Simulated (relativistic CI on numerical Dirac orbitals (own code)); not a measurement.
Cu IV: calculation against measurement

Method of calculation: Dirac-Coulomb-Breit CI, separate exchange-only KLI orbitals for each configuration, model QED (radiative potential, 1s self-energy scaled to tabulated hydrogen-like ionisation energies), valence Slater integrals scaled by 0.85, P86 correlation energy added to each configuration (own radial code, finite nucleus).

Configuration list (outside the closed core [Ne] 3s2): 3p6 3d8, 3p6 3d7 4s, 3p6 3d7 4p, 3p6 3d7 4d, 3p6 3d7 5s, 3p6 3d6 4s2, 3p6 3d7 5p, 3p6 3d7 4f, 3p5 3d9, 3p6 3d7 5d, 3p6 3d6 4s 4p, 3p6 3d7 5f, 3p6 3d7 5g, 3p6 3d6 4p2. Levels of other configurations are missing.

| Configuration | Term (tabulated) | J | Measured (cm⁻¹) | Computed | Error | Purity (%) |
| --- | --- | --- | --- | --- | --- | --- |
| 3p6 3d8 | 3F | 4 | 0.0 | 0 | 0 | 100 |
| 3p6 3d8 | 3F | 3 | 1861.4 | 1799 | -62 | 100 |
| 3p6 3d8 | 3F | 2 | 3077.6 | 2988 | -90 | 99 |
| 3p6 3d8 | 1D | 2 | 16248.0 | 16861 | 613 | 80 |
| 3p6 3d8 | 3P | 2 | 19696.6 | 20078 | 382 | 81 |
| 3p6 3d8 | 3P | 1 | 20096.6 | 20435 | 338 | 100 |
| 3p6 3d8 | 3P | 0 | 20422.6 | 20757 | 335 | 99 |
| 3p6 3d8 | 1G | 4 | 26913.0 | 25923 | -990 | 100 |
| 3p6 3d8 | 1S | 0 | 61456.4 | 61885 | 428 | 99 |
| 3p6 3d7 4s | 5F | 5 | 119632.4 | 118589 | -1043 | 99 |
| 3p6 3d7 4s | 5F | 4 | 120918.7 | 119851 | -1068 | 99 |
| 3p6 3d7 4s | 5F | 3 | 121929.8 | 120843 | -1087 | 99 |
| 3p6 3d7 4s | 5F | 2 | 122663.8 | 121564 | -1100 | 99 |
| 3p6 3d7 4s | 5F | 1 | 123139.8 | 122032 | -1108 | 99 |
| 3p6 3d7 4s | 3F | 4 | 128343.3 | 127322 | -1021 | 99 |
| 3p6 3d7 4s | 3F | 3 | 130060.3 | 129012 | -1048 | 99 |
| 3p6 3d7 4s | 3F | 2 | 131218.6 | 130154 | -1065 | 99 |
| 3p6 3d7 4s | 5P | 3 | 139695.3 | 139388 | -307 | 99 |
| 3p6 3d7 4s | 5P | 2 | 140065.7 | 139788 | -278 | 96 |
| 3p6 3d7 4s | 5P | 1 | 140715.0 | 140406 | -309 | 97 |
| 3p6 3d7 4s | 3G | 5 | 144065.9 | 141681 | -2385 | 97 |
| 3p6 3d7 4s | 3G | 4 | 144749.0 | 142355 | -2394 | 94 |
| 3p6 3d7 4s | 3G | 3 | 145579.9 | 143176 | -2404 | 100 |
| 3p6 3d7 4s | 3P † | 2 | 147736.6 | 148814 | 1078 | 88 |
| 3p6 3d7 4s | 3P † | 0 | 148233.8 | 150803 | 2569 | 100 |
| 3p6 3d7 4s | 1G | 4 | 148860.7 | 146465 | -2395 | 87 |
| 3p6 3d7 4s | 3P † | 1 | 149667.2 | 149589 | -78 | 87 |
| 3p6 3d7 4s | 3H | 6 | 151622.7 | 148444 | -3179 | 100 |
| 3p6 3d7 4s | 3D | 3 | 152231.7 | 150963 | -1269 | 99 |
| 3p6 3d7 4s | 3H | 5 | 152301.7 | 149122 | -3180 | 95 |
| 3p6 3d7 4s | 1P | 1 | 152400.2 | 155028 | 2628 | 62 |
| 3p6 3d7 4s | 3H | 4 | 153198.2 | 150051 | -3148 | 90 |
| 3p6 3d7 4s | 3D | 2 | 153375.7 | 152208 | -1168 | 80 |
| 3p6 3d7 4s | 1H | 5 | 156458.7 | 153317 | -3142 | 96 |
| 3p6 3d7 4s | 1D | 2 | 157536.1 | 156296 | -1240 | 89 |
| 3p6 3d7 4s | 3F | 2 | 170066.5 | 168460 | -1606 | 99 |
| 3p6 3d7 4s | 3F | 3 | 170277.7 | 168666 | -1612 | 99 |
| 3p6 3d7 4s | 3F | 4 | 170619.0 | 168997 | -1622 | 100 |
| 3p6 3d7 4s | 1F | 3 | 174831.3 | 173150 | -1681 | 99 |
| 3p6 3d7 4p | 5F° | 5 | 190527.7 | 188264 | -2264 | 91 |
| 3p6 3d7 4p | 5F° | 3 | 191761.8 | 189533 | -2229 | 71 |
| 3p6 3d7 4p | 5F° | 2 | 192741.0 | 190477 | -2264 | 84 |
| 3p6 3d7 4p | 5D° | 4 | 192752.8 | 190462 | -2291 | 57 |
| 3p6 3d7 4p | 5F° | 1 | 193434.4 | 191145 | -2290 | 94 |
| 3p6 3d7 4p | 5G° | 6 | 193947.8 | 191415 | -2533 | 99 |
| 3p6 3d7 4p | 5D° | 3 | 194132.4 | 191840 | -2292 | 70 |
| 3p6 3d7 4p | 5G° | 5 | 194339.1 | 191903 | -2436 | 79 |
| 3p6 3d7 4p | 5G° | 4 | 195054.9 | 192609 | -2446 | 80 |
| 3p6 3d7 4p | 5D° | 2 | 195085.9 | 192801 | -2285 | 78 |
| 3p6 3d7 4p | 5G° | 3 | 195544.1 | 193100 | -2445 | 81 |
| 3p6 3d7 4p | 5D° | 1 | 195684.3 | 193425 | -2259 | 95 |
| 3p6 3d7 4p | 5G° | 2 | 195827.0 | 193389 | -2438 | 83 |
| 3p6 3d7 4p | 5D° | 0 | 195932.0 | 193685 | -2247 | 99 |
| 3p6 3d7 4s | 3D | 2 | 197138.5 | 195388 | -1750 | 99 |
| 3p6 3d7 4p | 3G° | 5 | 197325.0 | 195037 | -2288 | 85 |
| 3p6 3d7 4s | 3D | 3 | 197659.5 | 195879 | -1781 | 99 |
| 3p6 3d7 4p | 3F° | 4 | 198179.2 | 196015 | -2164 | 91 |
| 3p6 3d7 4p | 3G° | 4 | 199202.3 | 196903 | -2299 | 87 |
| 3p6 3d7 4p | 3F° | 3 | 199598.8 | 197398 | -2200 | 87 |
| 3p6 3d7 4p | 3F° | 2 | 200720.0 | 198502 | -2218 | 94 |
| 3p6 3d7 4p | 3D° | 3 | 201210.9 | 199107 | -2104 | 91 |
| 3p6 3d7 4s | 1D | 2 | 201771.0 | 199959 | -1812 | 99 |
| 3p6 3d7 4p | 3D° | 2 | 202360.6 | 200288 | -2072 | 95 |
| 3p6 3d7 4p | 3D° | 1 | 203139.5 | 201067 | -2072 | 98 |

Measured levels from Sugar and Musgrove, J. Phys. Chem. Ref. Data 19, 527 (1990); pairs were made by configuration, J and term (by order where the table uses no LS term), so strongly mixed levels may be paired wrongly.

Mean error by configuration (cm⁻¹): 3p6 3d8 119; 3p6 3d7 4s -1486; 3p6 3d7 4p -2279. Over the excited levels the mean absolute error is 1720 cm⁻¹ (63 of the 66 excited levels that our extract of the source holds in range could be paired, and the others can miss by more), and the median relative error of those above 1,000 cm⁻¹ is 1.2 %. † marks terms whose computed intervals miss the measured ones by more than a factor of 2.5, or configurations far off the rest, from wrong mixing, a near crossing or a doubtful label or measurement; they are left out of the means.
